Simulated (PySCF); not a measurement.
A PySCF script (with the pyscf-properties extension) for the NMR shieldings of `InChI=1S/C4H10FNSi/c1-6(7-5)4-2-3-4/h4H,2-3,7H2,1H3`, on a GFN2-xTB geometry:

```python
import basis_set_exchange as bse
import numpy as np
from pyscf import gto, dft
from pyscf.prop import nmr

atoms = """
C     0.687814    1.453267   -1.073694
N     0.458711    0.119138   -0.555948
Si    1.714623   -0.847745    0.091602
F     3.049889   -0.333463   -0.644330
C    -0.920592   -0.121540   -0.297245
C    -1.382351   -1.143329    0.688923
C    -1.547500    0.315218    0.999671
H     0.108806    1.596158   -1.990201
H     0.382894    2.219086   -0.353051
H     1.740769    1.582193   -1.302630
H     1.527746   -2.232423   -0.312767
H     2.037575   -0.666740    1.507916
H    -1.530280    0.004981   -1.189820
H    -2.260836   -1.721046    0.443415
H    -0.642773   -1.694010    1.246473
H    -0.894282    0.737184    1.747853
H    -2.537209    0.745101    0.983925
"""
names = dict.fromkeys(["C", "N", "Si", "F", "H"], "pcSseg-1")
basis = {el: gto.basis.parse(bse.get_basis(n, elements=[el], fmt="nwchem")) for el, n in names.items()}
mol = gto.M(atom=atoms, basis=basis, charge=0, verbose=0)
mf = dft.RKS(mol, xc="PBE0")
mf.grids.level = 2
mf.grids.alignment = dft.numint.BLKSIZE   # the property module wants whole blocks of grid points
mf.conv_tol = 1e-9
mf.kernel()

calc = nmr.RKS(mf)   # GIAO
C = mf.mo_coeff
Co = C[:, mf.mo_occ > 0]
resp = mf.gen_response(singlet=True, hermi=2)
def vind(x):   # induced exchange potential for any number of trial vectors
    d = np.einsum("pi,xij,qj->xpq", C, 2 * x.reshape(-1, C.shape[1], Co.shape[1]), Co, optimize=True)
    return np.einsum("xpq,pi,qj->xij", resp(d - d.transpose(0, 2, 1)), C, Co, optimize=True).ravel()
mo1, _ = nmr.rhf.solve_mo1(calc, with_cphf=vind)
sigma = calc.kernel(mo1)
for i, s in enumerate(sigma):   # ppm
    print("%2d %-2s %9.2f" % (i, mol.atom_pure_symbol(i), np.trace(s) / 3))
```

Q: What are the results?

A: 
```
 0 C     151.03
 1 N     233.00
 2 Si    371.33
 3 F     383.89
 4 C     151.98
 5 C     182.78
 6 C     181.15
 7 H      29.25
 8 H      29.24
 9 H      28.58
10 H      26.57
11 H      26.58
12 H      29.54
13 H      31.05
14 H      31.17
15 H      31.76
16 H      31.33
```

These numbers come from an equivalent density-fitted implementation of the same equations, which agrees with the script to about 0.01 ppm for H and up to a few tenths of a ppm for heavy atoms, so last digits may differ.

Q: Turn these shieldings into chemical shifts. Scale: ¹³C (186.93 ppm), ²⁹Si (349.16 ppm), ¹H (31.72 ppm) against TMS; NH3 for ¹⁵N (267.73 ppm); CFCl3 for ¹⁹F (170.95 ppm) (reference shieldings calculated alike).

A: Averaging equivalent atoms: C 0: 35.9; C 4: 34.9; C 5/6: 5.0; N 1: 34.7; Si 2: -22.2; F 3: -212.9; H 10/11: 5.14; H 7/8/9: 2.69; H 12: 2.17; H 13/16: 0.53; H 14/15: 0.25 ppm. Unscaled 19F shifts against computed CFCl3 carry errors that often reach 10 to 50 ppm. Experimental scales use liquid or dissolved standards, which lie at an offset from isolated NH3 (liquid NH3: subtract about 20 ppm).

Size and cost of the density-fitted run: 176 basis functions, 25 s wall time on 1 thread of an Arm Neoverse V1, shared host; peak memory 0.8 GiB.
